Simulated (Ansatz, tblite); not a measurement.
Removing and adding an electron: `c1ccc(-c2ccc(-c3ccc(-c4ccccc4)cc3)cc2)cc1`. The state is a singlet with charge 0. Geometry: r2SCAN-D4/def2-SVP. Ansatz, gas phase; energy differences of separate SCF runs; the oxidised species was run as a doublet alone; the reduced species was run as a doublet alone.

The xTB rows come from tblite. Single mean-field runs in def2-TZVP are fitted with def2-universal-jkfit.

(1) Estimate orbital energies and vertical ionisation energies and electron affinities at: GFN1-xTB; GFN2-xTB; PBE-D4/def2-TZVP; PBE0-D4/def2-TZVP.

Results:

(1) 
```tsv
level	−HOMO (eV)	vertical IE (eV)	−LUMO (eV)	vertical EA (eV)	HOMO–LUMO gap (eV)	IE − EA (eV)	remarks
GFN1-xTB	11.08	12.79	8.17	6.45	2.91	6.34	–
GFN2-xTB	10.07	11.82	7.14	5.39	2.94	6.43	–
PBE-D4/def2-TZVP	5.28	6.97	2.26	0.72	3.02	6.25	HOMO above zero (-1 doublet)
PBE0-D4/def2-TZVP	6.07	7.24	1.52	0.47	4.56	6.77	HOMO above zero (-1 doublet)
```

   A HOMO above zero means that the electron is unbound at that level or that self-interaction error raises the level; the energy of removing that electron tells which. Raw xTB energy differences between charge states are shifted by several eV; the methods need an empirical correction for them. Sets without diffuse functions give affinities that are too small.
